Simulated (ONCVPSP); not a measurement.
## What one change does to a pseudopotential (Mg, ONCV)

magnesium (Mg), optimised norm-conserving Vanderbilt (ONCV), made with ONCVPSP 4.0.1 (PBE, scalar-relativistic). Core [He], reference 2s2 2p6 3s2. Waves: 2s+3s: rc 1.45 bohr, ncon 4, nbas 7, qcut 6.8 1/bohr, 2 projectors; 2p: rc 1.20 bohr, ncon 4, nbas 7, qcut 13.6 1/bohr, 2 projectors, debl 1.4 Ha. Local part: polynomial inside 0.95 bohr (lpopt 5, dvloc0 -1 Ha). Core correction: polynomial model core, fcfact 0.45.

In the p channel the program set the typed energies aside and used -1.713, 0.250 Ha.

All-electron outer shells of the reference configuration (PBE, scalar-relativistic, ld1.x):

```tsv
shell	level (eV)	outermost node (bohr)	outermost maximum (bohr)
1s	-1259.65	–	0.09
2s	-79.85	0.18	0.54
2p	-46.61	–	0.48
3s	-4.70	0.90	2.56
```

Change: s: qcut 7.2; p: qcut 14.4.

Cutoffs: the cutoffs (Ha) at which the residual kinetic energy of the hardest occupied pseudo-wave falls to 1 and 0.1 mHa per electron; they do not see the model core or the augmentation charge, which bear on the density cutoff. Errors are all-electron minus pseudo energies relative to the spin-unpolarised reference configuration.

Problem. What does the change do?

Solution. The potential gets neither clearly harder nor softer (62 Ha and 72 Ha → 65 Ha and 75 Ha); the errors of the 4 common tests hardly move; neither file shows a bound ghost.

```csv
quantity,base,changed
"cutoff, loose",62 Ha,65 Ha
"cutoff, tight",72 Ha,75 Ha
loose cutoff by channel,"s 19 Ha, p 62 Ha","s 20 Ha, p 65 Ha"
bound ghosts,none,none
GHOST(+) flags under 300 eV,none,none
"error for 2s2 2p6 3s1, meV [ΔE 7.96 eV]",-0.3,-0.3
"error for 2s2 2p6 3s0, meV [ΔE 22.99 eV]",-2.3,-2.2
"error for 2s2 2p6 3s1.5, meV [ΔE 3.14 eV]",-0.1,-0.1
"error for 2s1 2p6 3s2, meV [ΔE 91.47 eV]",-236,-256
s: phases at 1.48 bohr within 0.05 rad from the reference energy up to (Ha; the scan ends near 5),to the end of the scan,to the end of the scan
p: phases at 1.22 bohr within 0.05 rad from the reference energy up to (Ha; the scan ends near 5),to the end of the scan,to the end of the scan
"rms error of d²Exc/dni dnj with the model core, mHa",1.95,1.92
```
